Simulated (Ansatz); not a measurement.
Geometry optimisation, Ansatz, RKS PBE0-D4/def2-SVP.

Input file:

```yaml
crystal:
  periodic: [false, false, false]
  atoms:
    - { symbol: S, position_ang: [-1.64586, -0.21609, -0.11022] }
    - { symbol: C, position_ang: [-0.03802, 0.18867, 0.62204] }
    - { symbol: Se, position_ang: [0.07285, 0.0608, 2.59614] }
    - { symbol: H, position_ang: [-1.3398, 0.16285, -1.35087] }
    - { symbol: H, position_ang: [0.1505, 1.23464, 0.3849] }
    - { symbol: H, position_ang: [0.73564, -0.44055, 0.18654] }
    - { symbol: H, position_ang: [-0.09391, -1.37926, 2.62613] }
basis:
  gaussian: { orbitals: def2-SVP }
hamiltonian:
  xc: pbe0
  dispersion: d4
relax:
  f_tol: 0.015
  max_steps: 40
```

Run as:

```bash
$ ansatz run input.yaml --threads 1 --pin off --max-ram 2048MiB --backend cpu --events-out ev --progress --plain --runs-dir out
```

Problem. Where does it end, and by what steps?

Solution. The run converged. After 7 steps the energy has fallen by 0.077 eV; H4 moved furthest, 0.23 Å.

```
step  energy less start (eV)  largest force component (eV/Å)  accepted
   0                  0.0000                           0.792       yes
   1                 -0.0624                           0.352       yes
   2                 -0.0735                           0.148       yes
   3                 -0.0757                           0.096       yes
   4                 -0.0766                           0.087       yes
   5                 -0.0768                           0.101       yes
   6                 -0.0769                           0.051       yes
   7                 -0.0773                           0.010       yes
```

```xyz
7
Properties=species:S:1:pos:R:3
S -1.667 -0.135 -0.008
C -0.011 0.257 0.621
Se 0.056 0.038 2.553
H -1.353 -0.069 -1.323
H 0.246 1.312 0.449
H 0.755 -0.377 0.154
H -0.186 -1.414 2.509
```

Whether the end is a true minimum wasn't checked by a vibrational analysis.

Run time: 30 s on 1 thread of Arm Neoverse V1, on a shared host, peak memory 0.17 GiB.
